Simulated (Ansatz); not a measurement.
Ansatz (an electronic-structure program) input (B3LYP/6-31G*):

Ansatz 0.2 input:
```yaml
crystal:
  periodic: [false, false, false]
  atoms:
    - {symbol: Si, position_ang: [2.09564600, 0.13034500, 0.01705500]}
    - {symbol: C, position_ang: [0.24683900, 0.08122200, 0.04829800]}
    - {symbol: C, position_ang: [-0.60784800, 0.90437500, 0.65716700]}
    - {symbol: C, position_ang: [-2.01126100, 0.58085900, 0.47973900]}
    - {symbol: C, position_ang: [-2.05129700, -0.52036800, -0.29271900]}
    - {symbol: C, position_ang: [-0.65205300, -0.94697600, -0.64228900]}
    - {symbol: H, position_ang: [2.57748700, 1.28242600, 0.80953500]}
    - {symbol: H, position_ang: [2.65934500, -1.12352700, 0.57707800]}
    - {symbol: H, position_ang: [2.58981600, 0.25010600, -1.37758900]}
    - {symbol: H, position_ang: [-2.84585300, 1.12569900, 0.89231000]}
    - {symbol: H, position_ang: [-2.93777400, -1.04069100, -0.62684100]}
    - {symbol: H, position_ang: [-0.43860500, -1.96183000, -0.28851300]}
    - {symbol: H, position_ang: [-0.48973500, -0.95169300, -1.72592900]}
basis:
  gaussian:
    orbitals: 6-31G*
hamiltonian:
  xc: {name: B3LYP}
magnetization: {spin_polarized: true, initial_magnetization: 1}
relax: {f_tol: 0.003, max_steps: 120}
```

Output:

```
Functional definition: B3LYP
integrals: 0.07 GiB planned
1236 factors; integrals over basis functions are off by at most 7.3e-4 eV
mean field: 0.83 GiB planned
mean field evaluation 1: about -13167.5142 eV, gradient 3.4e1 eV
mean field evaluation 2: about -13164.8822 eV, gradient 4.1e1 eV
mean field evaluation 4: about -13173.2131 eV, gradient 3.7e0 eV
mean field evaluation 8: about -13173.3119 eV, gradient 1.2e-1 eV
mean field evaluation 16: about -13173.3124 eV, gradient 1.3e-3 eV
mean field -13173.31235797 eV, -484.1102999634 hartree, gradient 4.1e-5 eV, S^2 0.759396; 0 other end points of the search recorded, 0 dependent functions left out
the calculation of the forces begins
reference -13173.31261265 eV, -484.1103093229 hartree; 26, 25 occupied and 82, 83 virtual orbitals, 1236 factors
relax step   1: F+E_penalty+E_count = -13173.31235797 eV  Δ(F+E_penalty+E_count) = +0.000e0 eV  max|allowed force component| = 3.533e-1 eV/Å  Δτ_max = 0.0000 Å  (38 SCF iters, accepted)
these checks for a lower state are left out or cut short: starts, cluster_reference, orbital_swaps, neighbouring_geometries, increment
integrals: 0.07 GiB planned
1236 factors; integrals over basis functions are off by at most 7.3e-4 eV
mean field: 0.83 GiB planned
mean field -13173.32061502 eV, -484.1106034047 hartree, gradient 2.1e-5 eV, S^2 0.759761; 0 other end points of the search recorded, 0 dependent functions left out
the calculation of the forces begins
reference -13173.32087008 eV, -484.1106127780 hartree; 26, 25 occupied and 82, 83 virtual orbitals, 1236 factors
relax step   2: F+E_penalty+E_count = -13173.32061502 eV  Δ(F+E_penalty+E_count) = -8.257e-3 eV  max|allowed force component| = 1.115e-1 eV/Å  Δτ_max = 0.0233 Å  (35 SCF iters, accepted)
these checks for a lower state are left out or cut short: starts, cluster_reference, orbital_swaps, neighbouring_geometries, increment
integrals: 0.07 GiB planned
1236 factors; integrals over basis functions are off by at most 7.4e-4 eV
mean field: 0.83 GiB planned
mean field evaluation 32: about -13173.3211 eV, gradient 2.1e-1 eV
mean field -13173.32140246 eV, -484.1106323424 hartree, gradient 9.0e-6 eV, S^2 0.759919; 0 other end points of the search recorded, 0 dependent functions left out
the calculation of the forces begins
reference -13173.32165772 eV, -484.1106417232 hartree; 26, 25 occupied and 82, 83 virtual orbitals, 1236 factors
relax step   3: F+E_penalty+E_count = -13173.32140246 eV  Δ(F+E_penalty+E_count) = -7.874e-4 eV  max|allowed force component| = 2.305e-2 eV/Å  Δτ_max = 0.0060 Å  (35 SCF iters, accepted)
these checks for a lower state are left out or cut short: starts, cluster_reference, orbital_swaps, neighbouring_geometries, increment
integrals: 0.07 GiB planned
1236 factors; integrals over basis functions are off by at most 7.4e-4 eV
mean field: 0.83 GiB planned
mean field -13173.32146845 eV, -484.1106347676 hartree, gradient 6.8e-5 eV, S^2 0.759917; 0 other end points of the search recorded, 0 dependent functions left out
the calculation of the forces begins
reference -13173.32172371 eV, -484.1106441482 hartree; 26, 25 occupied and 82, 83 virtual orbitals, 1236 factors
relax step   4: F+E_penalty+E_count = -13173.32146845 eV  Δ(F+E_penalty+E_count) = -6.599e-5 eV  max|allowed force component| = 1.131e-2 eV/Å  Δτ_max = 0.0032 Å  (27 SCF iters, accepted)
these checks for a lower state are left out or cut short: starts, cluster_reference, orbital_swaps, neighbouring_geometries, increment
integrals: 0.07 GiB planned
1236 factors; integrals over basis functions are off by at most 7.4e-4 eV
mean field: 0.83 GiB planned
mean field -13173.32152385 eV, -484.1106368035 hartree, gradient 2.0e-5 eV, S^2 0.759903; 0 other end points of the search recorded, 0 dependent functions left out
the calculation of the forces begins
reference -13173.32177909 eV, -484.1106461832 hartree; 26, 25 occupied and 82, 83 virtual orbitals, 1236 factors
relax step   5: F+E_penalty+E_count = -13173.32152385 eV  Δ(F+E_penalty+E_count) = -5.540e-5 eV  max|allowed force component| = 9.355e-3 eV/Å  Δτ_max = 0.0066 Å  (31 SCF iters, accepted)
these checks for a lower state are left out or cut short: starts, cluster_reference, orbital_swaps, neighbouring_geometries, increment
integrals: 0.07 GiB planned
1236 factors; integrals over basis functions are off by at most 7.4e-4 eV
mean field: 0.83 GiB planned
mean field -13173.32152556 eV, -484.1106368664 hartree, gradient 3.3e-5 eV, S^2 0.759901; 0 other end points of the search recorded, 0 dependent functions left out
the calculation of the forces begins
reference -13173.32178078 eV, -484.1106462453 hartree; 26, 25 occupied and 82, 83 virtual orbitals, 1236 factors
relax step   6: F+E_penalty+E_count = -13173.32152556 eV  Δ(F+E_penalty+E_count) = -1.711e-6 eV  max|allowed force component| = 1.177e-2 eV/Å  Δτ_max = 0.0012 Å  (27 SCF iters, accepted)
these checks for a lower state are left out or cut short: starts, cluster_reference, orbital_swaps, neighbouring_geometries, increment
integrals: 0.07 GiB planned
1236 factors; integrals over basis functions are off by at most 7.4e-4 eV
mean field: 0.83 GiB planned
mean field -13173.32152965 eV, -484.1106370164 hartree, gradient 1.6e-5 eV, S^2 0.759902; 0 other end points of the search recorded, 0 dependent functions left out
the calculation of the forces begins
reference -13173.32178486 eV, -484.1106463953 hartree; 26, 25 occupied and 82, 83 virtual orbitals, 1236 factors
relax step   7: F+E_penalty+E_count = -13173.32152965 eV  Δ(F+E_penalty+E_count) = -4.082e-6 eV  max|allowed force component| = 1.767e-3 eV/Å  Δτ_max = 0.0004 Å  (27 SCF iters, accepted)
integrals: 0.07 GiB planned
1236 factors; integrals over basis functions are off by at most 7.4e-4 eV
mean field: 0.83 GiB planned
mean field evaluation 64: about -13173.1331 eV, gradient 5.7e0 eV
mean field -13173.32152965 eV, -484.1106370164 hartree, gradient 1.6e-5 eV, S^2 0.759902; 1 other end points of the search recorded, 0 dependent functions left out
the calculation of the forces begins
reference -13173.32178486 eV, -484.1106463953 hartree; 26, 25 occupied and 82, 83 virtual orbitals, 1236 factors
Total energy: -13173.32178486 eV, -484.1106463953 hartree
Atom 0 at     2.104818     0.131051     0.017225 Å, force    -0.000296    -0.000950    -0.000657 eV/Å
Atom 1 at     0.247944     0.072279     0.041974 Å, force     0.001767     0.000002    -0.000062 eV/Å
Atom 2 at    -0.606518     0.904689     0.657340 Å, force    -0.001173    -0.000579    -0.000365 eV/Å
Atom 3 at    -2.016311     0.585156     0.482938 Å, force     0.000778     0.000806     0.000539 eV/Å
Atom 4 at    -2.063704    -0.520464    -0.292345 Å, force     0.000880    -0.000352    -0.000278 eV/Å
Atom 5 at    -0.661921    -0.955144    -0.647678 Å, force    -0.001248    -0.000198    -0.000095 eV/Å
Atom 6 at     2.577035     1.291157     0.815687 Å, force     0.000101    -0.000097    -0.000071 eV/Å
Atom 7 at     2.692935    -1.116006     0.584424 Å, force    -0.000218     0.000012     0.001043 eV/Å
Atom 8 at     2.623251     0.260687    -1.374598 Å, force    -0.000267     0.000977    -0.000330 eV/Å
Atom 9 at    -2.848490     1.138125     0.901136 Å, force    -0.000450    -0.000304    -0.000197 eV/Å
Atom 10 at    -2.955223    -1.041335    -0.626673 Å, force    -0.000266     0.000308     0.000226 eV/Å
Atom 11 at    -0.453924    -1.976500    -0.295497 Å, force     0.000203     0.000055     0.000313 eV/Å
Atom 12 at    -0.505186    -0.963749    -1.736632 Å, force     0.000190     0.000319    -0.000064 eV/Å
Dipole moment:    -0.279533    -0.205431    -0.134422 e Å
```

The geometry given is a B3LYP-D3(BJ)/def2-TZVP minimum.
